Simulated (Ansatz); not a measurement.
These are PBE0-D3(BJ)/def2-SVP run with Ansatz (a program for electronic structure) values and carry that method's errors. No frequencies were computed at this level.

Ansatz 0.2 input:
```yaml
crystal:
  periodic: [false, false, false]
  atoms:
    - { symbol: Si, position_ang: [-2.776793, 0.74964, -0.13722] }
    - { symbol: C, position_ang: [-1.114261, -0.131216, 0.026397] }
    - { symbol: C, position_ang: [-1.017768, -1.488737, 0.282216] }
    - { symbol: C, position_ang: [0.22094, -2.118226, 0.399067] }
    - { symbol: Cl, position_ang: [0.263664, -3.820662, 0.720001] }
    - { symbol: C, position_ang: [1.404972, -1.427429, 0.267057] }
    - { symbol: C, position_ang: [1.344463, -0.057269, 0.008801] }
    - { symbol: C, position_ang: [2.416639, 0.867688, -0.167195] }
    - { symbol: C, position_ang: [1.983788, 2.122819, -0.40321] }
    - { symbol: S, position_ang: [0.257175, 2.264509, -0.42736] }
    - { symbol: C, position_ang: [0.08586, 0.563663, -0.106408] }
    - { symbol: H, position_ang: [-2.852303, 1.791014, 0.888533] }
    - { symbol: H, position_ang: [-2.855812, 1.346015, -1.471544] }
    - { symbol: H, position_ang: [-3.826287, -0.250045, 0.052834] }
    - { symbol: H, position_ang: [-1.915553, -2.07642, 0.394359] }
    - { symbol: H, position_ang: [2.35652, -1.926387, 0.359722] }
    - { symbol: H, position_ang: [3.453156, 0.586682, -0.11575] }
    - { symbol: H, position_ang: [2.571602, 3.004366, -0.5703] }
basis:
  gaussian: { orbitals: def2-svp }
hamiltonian:
  xc: pbe0
  dispersion: d3bj
relax:
  max_steps: 150
```

Output:

```
Functional definition: PBE0
2250 factors; integrals over basis functions are off by at most 4.1e-4 eV
mean field evaluation 1: about -39597.0734 eV, gradient 6.5e1 eV
mean field evaluation 2: about -39582.2078 eV, gradient 9.9e1 eV
mean field evaluation 4: about -39608.3488 eV, gradient 1.0e1 eV
mean field evaluation 8: about -39608.6911 eV, gradient 5.9e-1 eV
mean field evaluation 16: about -39608.6920 eV, gradient 3.9e-4 eV
mean field -39608.69201690 eV, -1455.5925838854 hartree, gradient 3.6e-5 eV, S^2 0.000000; 0 other end points of the search recorded, 0 dependent functions left out
reference -39608.69205058 eV, -1455.5925851230 hartree; 51, 51 occupied and 150, 150 virtual orbitals, 2250 factors
relax step   1: F+E_penalty+E_count = -39609.33522329 eV  Δ(F+E_penalty+E_count) = +0.000e0 eV  max|allowed force component| = 7.157e-1 eV/Å  Δτ_max = 0.0000 Å  (34 SCF iters, accepted)
these checks for a lower state are left out or cut short: starts, cluster_reference, orbital_swaps, neighbouring_geometries, increment
2250 factors; integrals over basis functions are off by at most 4.3e-4 eV
mean field -39608.76302038 eV, -1455.5951932152 hartree, gradient 1.2e-5 eV, S^2 0.000000; 0 other end points of the search recorded, 0 dependent functions left out
reference -39608.76305435 eV, -1455.5951944634 hartree; 51, 51 occupied and 150, 150 virtual orbitals, 2250 factors
relax step   2: F+E_penalty+E_count = -39609.40376253 eV  Δ(F+E_penalty+E_count) = -6.854e-2 eV  max|allowed force component| = 2.192e-1 eV/Å  Δτ_max = 0.0469 Å  (35 SCF iters, accepted)
these checks for a lower state are left out or cut short: starts, cluster_reference, orbital_swaps, neighbouring_geometries, increment
2250 factors; integrals over basis functions are off by at most 4.5e-4 eV
mean field evaluation 32: about -39608.7689 eV, gradient 1.9e-1 eV
mean field -39608.76896949 eV, -1455.5954118409 hartree, gradient 1.2e-5 eV, S^2 0.000000; 0 other end points of the search recorded, 0 dependent functions left out
reference -39608.76900353 eV, -1455.5954130917 hartree; 51, 51 occupied and 150, 150 virtual orbitals, 2250 factors
relax step   3: F+E_penalty+E_count = -39609.40930517 eV  Δ(F+E_penalty+E_count) = -5.543e-3 eV  max|allowed force component| = 3.969e-2 eV/Å  Δτ_max = 0.0216 Å  (36 SCF iters, accepted)
these checks for a lower state are left out or cut short: starts, cluster_reference, orbital_swaps, neighbouring_geometries, increment
2250 factors; integrals over basis functions are off by at most 4.5e-4 eV
mean field -39608.76940020 eV, -1455.5954276690 hartree, gradient 1.3e-5 eV, S^2 0.000000; 0 other end points of the search recorded, 0 dependent functions left out
reference -39608.76943425 eV, -1455.5954289203 hartree; 51, 51 occupied and 150, 150 virtual orbitals, 2250 factors
relax step   4: F+E_penalty+E_count = -39609.40961474 eV  Δ(F+E_penalty+E_count) = -3.096e-4 eV  max|allowed force component| = 2.032e-2 eV/Å  Δτ_max = 0.0073 Å  (27 SCF iters, accepted)
these checks for a lower state are left out or cut short: starts, cluster_reference, orbital_swaps, neighbouring_geometries, increment
2250 factors; integrals over basis functions are off by at most 4.5e-4 eV
mean field -39608.76960653 eV, -1455.5954352517 hartree, gradient 1.6e-5 eV, S^2 0.000000; 0 other end points of the search recorded, 0 dependent functions left out
reference -39608.76964058 eV, -1455.5954365031 hartree; 51, 51 occupied and 150, 150 virtual orbitals, 2250 factors
relax step   5: F+E_penalty+E_count = -39609.40974668 eV  Δ(F+E_penalty+E_count) = -1.319e-4 eV  max|allowed force component| = 1.360e-2 eV/Å  Δτ_max = 0.0116 Å  (28 SCF iters, accepted)
these checks for a lower state are left out or cut short: starts, cluster_reference, orbital_swaps, neighbouring_geometries, increment
2250 factors; integrals over basis functions are off by at most 4.5e-4 eV
mean field -39608.76964433 eV, -1455.5954366408 hartree, gradient 2.4e-5 eV, S^2 0.000000; 0 other end points of the search recorded, 0 dependent functions left out
reference -39608.76967838 eV, -1455.5954378923 hartree; 51, 51 occupied and 150, 150 virtual orbitals, 2250 factors
relax step   6: F+E_penalty+E_count = -39609.40975518 eV  Δ(F+E_penalty+E_count) = -8.502e-6 eV  max|allowed force component| = 3.495e-3 eV/Å  Δτ_max = 0.0012 Å  (24 SCF iters, accepted)
2250 factors; integrals over basis functions are off by at most 4.5e-4 eV
mean field evaluation 64: about -39608.6942 eV, gradient 5.5e-1 eV
mean field -39608.76964433 eV, -1455.5954366408 hartree, gradient 2.4e-5 eV, S^2 0.000000; 1 other end points of the search recorded, 0 dependent functions left out
reference -39608.76967838 eV, -1455.5954378923 hartree; 51, 51 occupied and 150, 150 virtual orbitals, 2250 factors
Total energy: -39609.40978923 eV, -1455.6189615320 hartree
Atom 0 at    -2.785746     0.727464    -0.133025 Å, force     0.000216     0.002084    -0.000393 eV/Å
Atom 1 at    -1.113004    -0.117674     0.023842 Å, force     0.001713     0.001687    -0.000321 eV/Å
Atom 2 at    -1.029282    -1.485126     0.281552 Å, force     0.002036    -0.003168     0.000594 eV/Å
Atom 3 at     0.216520    -2.125721     0.400487 Å, force    -0.002643     0.000111    -0.000017 eV/Å
Atom 4 at     0.250114    -3.829648     0.721716 Å, force     0.000017     0.000654    -0.000123 eV/Å
Atom 5 at     1.407419    -1.432724     0.268052 Å, force     0.000721    -0.000995     0.000186 eV/Å
Atom 6 at     1.360195    -0.052989     0.007971 Å, force     0.001068    -0.000506     0.000094 eV/Å
Atom 7 at     2.444569     0.871558    -0.167966 Å, force    -0.000637     0.000582    -0.000109 eV/Å
Atom 8 at     2.012351     2.139063    -0.406315 Å, force     0.000801     0.000678    -0.000129 eV/Å
Atom 9 at     0.287702     2.281744    -0.430655 Å, force     0.000078    -0.000023     0.000004 eV/Å
Atom 10 at     0.099871     0.581891    -0.109865 Å, force    -0.003495    -0.000881     0.000171 eV/Å
Atom 11 at    -2.920414     1.804006     0.894676 Å, force    -0.000374    -0.000833     0.001294 eV/Å
Atom 12 at    -2.923946     1.355915    -1.481801 Å, force    -0.000377    -0.001247    -0.000901 eV/Å
Atom 13 at    -3.852358    -0.297240     0.061771 Å, force     0.000110     0.000496    -0.000094 eV/Å
Atom 14 at    -1.934597    -2.084992     0.396004 Å, force    -0.000752     0.000539    -0.000101 eV/Å
Atom 15 at     2.361443    -1.953400     0.364808 Å, force     0.000771     0.001112    -0.000211 eV/Å
Atom 16 at     3.497248     0.591404    -0.116707 Å, force     0.000381    -0.000558     0.000105 eV/Å
Atom 17 at     2.621917     3.026477    -0.574544 Å, force     0.000363     0.000268    -0.000051 eV/Å
Dipole moment:     0.230220     0.253602    -0.048159 e Å
```

Cost: around 3.0 core-minutes (rough).
